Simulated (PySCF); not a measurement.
Input for PySCF: R-HF/STO-3G on CH6GeO2 (SMILES [CH3][GeH]([OH])[OH]), a point of a torsion scan.

```python
from pyscf import gto, scf, dft, mp
from pyscf.data.elements import chemcore

mol = gto.M(
    atom='''
    C    -1.32606281   -0.58820728   -0.08952852
    Ge    0.35320975    0.29592014    0.45380047
    O     1.50406263    0.43906734   -0.87111532
    O     0.02136075    1.95477324    0.83584033
    H    -1.14975278   -1.59492974   -0.45695701
    H    -1.79231687   -0.00664785   -0.88062890
    H    -2.01337204   -0.64081866    0.74725280
    H     1.07909673   -0.33739926    1.62817241
    H     1.78693010   -0.36574110   -1.29577006
    H     0.65827074    2.56999490    0.47725195
    ''',
    basis='sto-3g',
    charge=0, spin=0, verbose=3, max_memory=1800)
mf = scf.RHF(mol)
mf.conv_tol = 1e-8
mf.max_cycle = 100
mf.kernel()
if not mf.converged:
    mf = mf.newton().run(mf.mo_coeff, mf.mo_occ)
```

Output:

```
converged SCF energy = -2240.3685310808
```

Self-consistency was reached.

Cost: roughly 0.4 core-seconds.
